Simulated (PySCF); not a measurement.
Field gradients at the hydrogen positions

Compound: C6H7F3Si.
Cartesian coordinates in Å at the PBE0-D3(BJ)/def2-SVP level; atoms count from 1:
```xyz
17
C6H7F3Si angstrom
C      2.6351    0.6713    0.2052
Si     1.1458    0.0162   -0.7264
C      0.2909   -1.4465    0.0814
C     -0.9679   -1.0674    0.3777
C     -1.3386    0.3224    0.0144
C     -2.7281    0.7949    0.3271
F     -2.9196    2.0704   -0.0045
F     -2.9884    0.6696    1.6351
F     -3.6409    0.0626   -0.3239
C     -0.3967    1.0841   -0.5759
H      3.0130    1.5971   -0.2548
H      3.4492   -0.0698    0.1968
H      2.3684    0.8836    1.2515
H      1.4968   -0.2467   -2.1568
H      0.6600   -2.4489    0.3088
H     -1.7077   -1.7149    0.8605
H     -0.5974    2.1162   -0.8687
```

Level: PBE0/pcSseg-1 (PySCF, non-relativistic); Q(2H) = 0.00286 b; rigid geometry, the same for H and D, with no vibrational averaging.

**Question.** Rank these positions by the coupling χzz of a deuteron there, largest first.
A. H17 (vinylic hydrogen)
B. H12 (methyl hydrogen)
C. H14 (Si–H hydrogen)

**Answer.** A (208 kHz), B (200 kHz), C (94 kHz).

**Question.** What are Vzz, η and χzz (234.96 MHz × Q × Vzz) at all hydrogens?

**Answer.** 
```csv
atom,bonded to,bond length (Å),Vzz (au),η,χzz (kHz)
H11,C1,1.101,0.2977,0.01,200
H12,C1,1.101,0.2972,0.01,200
H13,C1,1.100,0.2969,0.01,200
H14,Si2,1.496,0.1399,0.01,94
H15,C3,1.092,0.3120,0.02,210
H16,C4,1.095,0.2970,0.06,200
H17,C10,1.091,0.3095,0.02,208
```

**Question.** Average by the element that carries the hydrogen.

**Answer.** on C: 203 kHz over 6 positions, mean bond length 1.097 Å; on Si: 94 kHz over 1 position, mean bond length 1.496 Å.

**Question.** How does χzz go with the bond length over the 6 C–H bonds?

**Answer.** A straight-line fit has a slope of -9.1 kHz for each 0.01 Å, with a correlation coefficient of -0.86, over lengths from 1.091 to 1.101 Å. The longer bonds have the smaller couplings here.

**Question.** A static deuteron (I = 1) shows a doublet split by (3/2)χ, (3/4)χ(1 + η) and (3/4)χ(1 − η) with the field along z, y and x of the gradient. What are these for H11?

**Answer.** With |χ| = 200.1 kHz and η = 0.007: 300, 151 and 149 kHz, to first order and without motion.

Isolated species at its PBE0-D3(BJ)/def2-SVP geometry, gas phase. A larger basis could move these couplings by a tenth or more.
